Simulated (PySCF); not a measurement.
Radial density of Sc¹⁸⁺ (scandium, charge +18)

UHF, [He] 2s1, 2S determinant. All numbers are calculated (PySCF 2.14, scalar relativity by spin-free X2C-1e, in an uncontracted even-tempered set (19 s from 3.4 bohr⁻², ratio 2.2; 9 p from 5.4 bohr⁻², ratio 2.4; 6 d from 16 bohr⁻², ratio 2.4; 5 f from 24 bohr⁻², ratio 2.4; 4 g from 36 bohr⁻², ratio 2.4)).

```csv
r (bohr),4πr²ρ (e/bohr),4πr²(ρα − ρβ)
0.000968,0.08979,0.0049
0.00163,0.2352,0.0129
0.00274,0.6063,0.0332
0.00461,1.518,0.0830
0.00775,3.620,0.1969
0.0130,7.933,0.4254
0.0219,15.02,0.7732
0.0369,22.16,0.9968
0.0620,21.29,0.5468
0.104,10.13,0.0173
0.176,3.685,2.1556
0.295,3.607,3.5747
0.497,0.7743,0.7742
0.835,0.009655,0.0097
```

Densities and radii are taken from the X2C orbitals without a picture-change correction, which distorts them close to the nucleus.
